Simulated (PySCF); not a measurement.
```xyz
5
charge 0 multiplicity 1, angstrom
Mo    0.0000   -0.1526   -0.1080
N     0.0000   -1.4920   -1.0553
Cl    1.8938   -0.2916    1.1330
Cl   -1.8938   -0.2916    1.1330
Cl    0.0000    1.6025   -1.5450
```

Level of theory: PBE in PySCF with Mo def2-SVP with ECP28, N def2-SVP, Cl def2-SVP; scalar-relativistic core potentials, no spin–orbit coupling; density-fitted integrals.

This geometry of MoNCl₃ is a stationary point at this level.

Question: What is the point group?

Answer: C3v.

Question: Is it a minimum?

Answer: Yes: all harmonic wavenumbers are real.

Question: Which band is strongest in the infrared?

Answer: 433 cm⁻¹ (e), 129 km/mol.

Question: Give the ideal-gas entropy at 298.15 K and 1 bar by parts.

Answer: translation 175.9, rotation 113.2, vibration 65.9, spin 0.0; total 355.0 J/(mol K).

Other isomers or separated fragments may lie lower.
